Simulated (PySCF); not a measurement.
## PySCF run on LiAs

The script input.py:

```python
from pyscf import gto, scf

mol = gto.M(
    atom='Li 0 0 0; As 0 0 2.46',
    basis='ano-rcc-vdzp',
    charge=0,
    spin=2,
    verbose=4,
)
mf = scf.UHF(mol)
mf = mf.sfx2c1e()
mf.kernel()
mf.nuc_grad_method().kernel()
mf.dip_moment()
print('orbital energies (hartree):', [e[max(0, n-3):n+3].round(4) for e, n in zip(mf.mo_energy, mol.nelec)])
```

```bash
$ python input.py
```

Output (some set-up lines and the per-cycle HOMO/LUMO lines with their warnings removed):

```
PySCF version 2.14.0

[INPUT] Symbol           X                Y                Z      unit          X                Y                Z       unit  Magmom
[INPUT]  1 Li     0.000000000000   0.000000000000   0.000000000000 AA    0.000000000000   0.000000000000   0.000000000000 Bohr   0.0
[INPUT]  2 As     0.000000000000   0.000000000000   2.460000000000 AA    0.000000000000   0.000000000000   4.648726266430 Bohr   0.0

nuclear repulsion = 21.2961560492195
number of shells = 6
number of NR pGTOs = 187
number of NR cGTOs = 41
basis = ano-rcc-vdzp
ecp = {}

******** <class 'pyscf.x2c.sfx2c1e.sfX2C1eUHF'> ********
method = sfX2C1eUHF
initial guess = minao
damping factor = 0
level_shift factor = 0
DIIS = <class 'pyscf.scf.diis.CDIIS'>
SCF conv_tol = 1e-09
SCF max_cycles = 50
number electrons alpha = 19  beta = 17

******** <class 'pyscf.x2c.sfx2c1e.SpinFreeX2CHelper'> ********
approx = 1e
xuncontract = 1
init E= -2266.23572529419

cycle= 1 E= -2266.47599053271  delta_E= -0.24  |g|= 0.0811  |ddm|= 1.33
cycle= 2 E= -2266.48338286887  delta_E= -0.00739  |g|= 0.0247  |ddm|= 0.148
cycle= 3 E= -2266.48435644768  delta_E= -0.000974  |g|= 0.00652  |ddm|= 0.0674
cycle= 4 E= -2266.48445211644  delta_E= -9.57e-05  |g|= 0.00238  |ddm|= 0.0217
cycle= 5 E= -2266.48447495373  delta_E= -2.28e-05  |g|= 0.00137  |ddm|= 0.0112
cycle= 6 E= -2266.48448556994  delta_E= -1.06e-05  |g|= 0.000925  |ddm|= 0.00831
cycle= 7 E= -2266.48449484807  delta_E= -9.28e-06  |g|= 0.000463  |ddm|= 0.0118
cycle= 8 E= -2266.48449819837  delta_E= -3.35e-06  |g|= 9.4e-05  |ddm|= 0.0111
cycle= 9 E= -2266.48449830503  delta_E= -1.07e-07  |g|= 1.7e-05  |ddm|= 0.0022
cycle= 10 E= -2266.48449830637  delta_E= -1.33e-09  |g|= 2.45e-06  |ddm|= 0.000228
cycle= 11 E= -2266.48449830639  delta_E= -2.05e-11  |g|= 4.75e-07  |ddm|= 1.45e-05
Extra cycle  E= -2266.48449830639  delta_E= 4.55e-13  |g|= 2.74e-07  |ddm|= 2.15e-06
converged SCF energy = -2266.48449830639  <S^2> = 2.0175452  2S+1 = 3.0116741

******** <class 'pyscf.grad.uhf.Gradients'> for <class 'pyscf.x2c.sfx2c1e.sfX2C1eUHF'> ********
unit = Eh/Bohr
--------------- sfX2C1eUHF gradients ---------------
         x                y                z
0 Li     0.0000000000     0.0000000000     0.0018423539
1 As    -0.0000000000    -0.0000000000    -0.0018423539
----------------------------------------------
Dipole moment(X, Y, Z, Debye):  0.00000,  0.00000, -7.35155
orbital energies (hartree): [array([-0.2999, -0.2999, -0.28  ,  0.0013,  0.063 ,  0.063 ]), array([-1.9838e+00, -5.7310e-01, -2.3810e-01,  1.0000e-03,  3.4000e-02,
        3.4000e-02])]
```

In short: E(SCF) = -2266.484498 Eh, 11 cycles, ⟨S²⟩ = 2.018, μz(SCF) = -7.35 D, gradient on the second atom -0.0018 Eh/bohr.

Wall time 17 s on one thread of a shared host.

The bond length is a typed value, not an optimised one. No search for the lowest solution was made.
